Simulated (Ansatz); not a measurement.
Z-matrix (Å, degrees):
```
Si
N 1 1.792
Al 1 2.425 2 73.8
H 1 1.490 2 110.1 3 -121.2
H 1 1.490 2 110.2 3 121.2
C 2 1.280 1 113.6 3 0.0
O 3 1.691 1 154.1 2 179.8
H 6 1.097 2 118.5 1 180.0
H 7 0.956 3 126.9 1 0.1
```

The species carries charge 0 and has multiplicity 1.

List the B3LYP/def2-TZVPP orbital energies in eV (the Gaussian-basis code of Ansatz). (Estimate.)

Ansatz gave: Occupied: -1798.94, -1524.54, -520.41, -389.53, -277.88, -143.46, -112.49, -98.81, -98.76, -98.74, -73.21, -73.06, -73.04, -26.85, -24.48, -16.20, -14.29, -13.58, -12.06, -10.80, -10.28, -9.89, -9.29, -8.80, -7.08, -6.26. Lowest empty: -1.87, -0.77, -0.63, -0.01, 1.03, 1.24, 1.84, 2.32.

B3LYP here is the variant with VWN-RPA as its local correlation; programs differ in this.
